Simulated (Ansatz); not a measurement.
`[F][InH][SiH3]` and `[CH3][In]([F])[SiH3]` differ in one atom or group.

Ansatz, PBE0-D4/def2-TZVP geometries, multiplicity 1. 

Elements past krypton have def2 core potentials.

```json
{"property": "LUMO energy (PBE0/def2-TZVPP) / eV", "`[F][InH][SiH3]`": "-2.05"}
{"property": "HOMO energy (B3LYP/def2-TZVPP) / eV", "`[F][InH][SiH3]`": "-7.70"}
{"property": "size of the dipole moment (B3LYP/def2-TZVPP) / D", "`[F][InH][SiH3]`": "3.18"}
{"property": "HOMO energy (PBE/def2-TZVPP) / eV", "`[F][InH][SiH3]`": "-6.74"}
{"property": "HOMO–LUMO gap (B3LYP/def2-TZVPP) / eV", "`[F][InH][SiH3]`": "5.39"}
{"property": "HOMO–LUMO gap (PBE0/def2-TZVPP) / eV", "`[F][InH][SiH3]`": "5.84"}
```

Give the same properties after the change, and the shifts. (An estimate is asked.)

Computed: 
```tsv
property	`[CH3][In]([F])[SiH3]`	shift
LUMO energy (PBE0/def2-TZVPP) / eV	-1.72	0.33
HOMO energy (B3LYP/def2-TZVPP) / eV	-7.31	0.39
size of the dipole moment (B3LYP/def2-TZVPP) / D	3.37	0.19
HOMO energy (PBE/def2-TZVPP) / eV	-6.40	0.34
HOMO–LUMO gap (B3LYP/def2-TZVPP) / eV	5.33	-0.06
HOMO–LUMO gap (PBE0/def2-TZVPP) / eV	5.81	-0.03
```

Dipoles are sizes alone; their direction can turn.

B3LYP here is the variant with VWN-RPA as its local correlation; programs differ in this.
